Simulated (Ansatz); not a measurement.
Steps of a relaxation of C2H4FNSi, SMILES `N=C1[SiH2]C1F` with RKS PBE0-D4/def2-TZVP.

```sh
$ ansatz run in.yaml --threads 2 --pin off --events-out ev --progress --plain --max-ram 4352MiB
```

```yaml
crystal:
  periodic: [false, false, false]
  atoms:
    - {symbol: N, position_ang: [-0.302443, 1.516891, -1.287598]}
    - {symbol: C, position_ang: [-0.281046, 0.453078, -0.586030]}
    - {symbol: Si, position_ang: [0.775825, -0.957277, 0.155724]}
    - {symbol: C, position_ang: [-0.719820, 0.098883, 0.780864]}
    - {symbol: F, position_ang: [-0.833340, 1.013633, 1.787575]}
    - {symbol: H, position_ang: [0.282893, 1.407053, -2.135140]}
    - {symbol: H, position_ang: [2.183179, -0.537326, 0.446249]}
    - {symbol: H, position_ang: [0.573342, -2.442073, 0.070163]}
    - {symbol: H, position_ang: [-1.590188, -0.599162, 0.751193]}
basis:
  gaussian: {orbitals: def2-TZVP}
hamiltonian: {xc: pbe0, dispersion: d4}
relax: {f_tol: 0.005, max_steps: 150}
```

Positions (Å) and forces (eV/Å) along the path, 9 of 9 steps:

```xyz
9
step=1 energy=-14213.5905 eV
N    -0.302    1.517   -1.288    0.344   -1.029    0.180
C    -0.281    0.453   -0.586    0.231    0.532   -0.261
Si    0.776   -0.957    0.156   -0.309    0.373    0.058
C    -0.720    0.099    0.781   -0.041   -0.360   -0.113
F    -0.833    1.014    1.788   -0.008   -0.236   -0.317
H     0.283    1.407   -2.135   -0.375    0.049    0.512
H     2.183   -0.537    0.446   -0.307   -0.105   -0.074
H     0.573   -2.442    0.070    0.033    0.346   -0.024
H    -1.590   -0.599    0.751    0.431    0.429    0.039
9
step=2 energy=-14213.6320 eV
N    -0.296    1.499   -1.273    0.068   -0.271   -0.064
C    -0.271    0.446   -0.580    0.182    0.001    0.030
Si    0.775   -0.949    0.163   -0.269    0.244   -0.005
C    -0.713    0.094    0.781    0.023   -0.138   -0.049
F    -0.837    1.015    1.774    0.019   -0.082   -0.088
H     0.270    1.388   -2.121   -0.099    0.068    0.168
H     2.171   -0.538    0.446   -0.075   -0.028   -0.011
H     0.572   -2.417    0.049    0.011    0.086   -0.006
H    -1.582   -0.584    0.745    0.141    0.120    0.024
9
step=3 energy=-14213.6378 eV
N    -0.310    1.481   -1.280    0.055    0.072    0.001
C    -0.270    0.436   -0.583    0.109   -0.058    0.020
Si    0.767   -0.941    0.163   -0.001    0.058   -0.001
C    -0.708    0.091    0.779   -0.073   -0.050    0.026
F    -0.828    1.014    1.766    0.014    0.017   -0.007
H     0.285    1.393   -2.104   -0.075    0.000   -0.058
H     2.158   -0.534    0.449    0.028   -0.004    0.012
H     0.566   -2.403    0.040   -0.011   -0.017   -0.006
H    -1.571   -0.583    0.753   -0.046   -0.019    0.012
9
step=4 energy=-14213.6395 eV
N    -0.299    1.486   -1.275   -0.051    0.012   -0.044
C    -0.260    0.439   -0.579    0.027   -0.015   -0.039
Si    0.768   -0.939    0.166    0.019   -0.030    0.014
C    -0.708    0.089    0.779    0.002    0.010    0.042
F    -0.829    1.011    1.767    0.005    0.025    0.028
H     0.266    1.388   -2.118    0.016    0.026    0.013
H     2.160   -0.538    0.459    0.020    0.001    0.006
H     0.564   -2.400    0.036    0.000   -0.023   -0.009
H    -1.572   -0.583    0.748   -0.038   -0.007   -0.011
9
step=5 energy=-14213.6403 eV
N    -0.311    1.481   -1.276   -0.020   -0.008   -0.010
C    -0.255    0.435   -0.581    0.046    0.065   -0.016
Si    0.772   -0.943    0.171   -0.009   -0.007    0.002
C    -0.704    0.089    0.780   -0.046   -0.044    0.015
F    -0.823    1.012    1.767    0.019    0.023    0.004
H     0.256    1.397   -2.120    0.013   -0.001   -0.015
H     2.164   -0.544    0.471   -0.006    0.002    0.005
H     0.571   -2.405    0.032   -0.002   -0.002   -0.005
H    -1.582   -0.568    0.739    0.003   -0.028    0.020
9
step=6 energy=-14213.6406 eV
N    -0.312    1.481   -1.279   -0.011   -0.012    0.002
C    -0.254    0.436   -0.582    0.025    0.036    0.002
Si    0.771   -0.943    0.171    0.009    0.005   -0.004
C    -0.705    0.089    0.780   -0.036   -0.034    0.001
F    -0.821    1.014    1.767    0.012    0.009   -0.001
H     0.257    1.398   -2.121    0.004   -0.005   -0.008
H     2.162   -0.544    0.475   -0.003   -0.002    0.003
H     0.570   -2.404    0.028   -0.003    0.003   -0.002
H    -1.580   -0.572    0.743    0.003    0.000    0.008
9
step=7 energy=-14213.6408 eV
N    -0.315    1.480   -1.281   -0.007   -0.004    0.002
C    -0.252    0.436   -0.582    0.005    0.012    0.013
Si    0.772   -0.942    0.172    0.013    0.002   -0.005
C    -0.705    0.088    0.780   -0.018   -0.018   -0.010
F    -0.818    1.014    1.766    0.005    0.003    0.000
H     0.256    1.398   -2.123    0.002   -0.007   -0.001
H     2.162   -0.546    0.482   -0.001   -0.002    0.001
H     0.569   -2.403    0.024   -0.002    0.003   -0.001
H    -1.580   -0.572    0.745    0.002    0.010    0.002
9
step=8 energy=-14213.6409 eV
N    -0.318    1.478   -1.283   -0.004    0.004   -0.002
C    -0.250    0.436   -0.582   -0.001   -0.001    0.012
Si    0.773   -0.942    0.173    0.007   -0.001   -0.003
C    -0.705    0.087    0.780   -0.004   -0.006   -0.011
F    -0.815    1.014    1.766    0.000    0.001    0.002
H     0.254    1.398   -2.124    0.001   -0.005    0.002
H     2.163   -0.547    0.488    0.000    0.000    0.000
H     0.569   -2.401    0.019    0.000    0.001    0.000
H    -1.582   -0.570    0.746    0.001    0.008    0.000
9
step=9 energy=-14213.6409 eV
N    -0.319    1.478   -1.283    0.000    0.003   -0.002
C    -0.250    0.437   -0.581   -0.002   -0.003    0.004
Si    0.774   -0.942    0.172    0.000   -0.002    0.000
C    -0.705    0.087    0.780    0.001   -0.002   -0.005
F    -0.814    1.014    1.766   -0.001    0.001    0.002
H     0.254    1.397   -2.124    0.000   -0.001    0.001
H     2.163   -0.547    0.490    0.000    0.000    0.000
H     0.569   -2.401    0.017    0.001    0.001    0.000
H    -1.584   -0.569    0.745    0.001    0.002    0.000
```

Run time 32 s (2 threads of an Intel Xeon 6975P-C on a shared host); peak host memory 0.43 GiB.
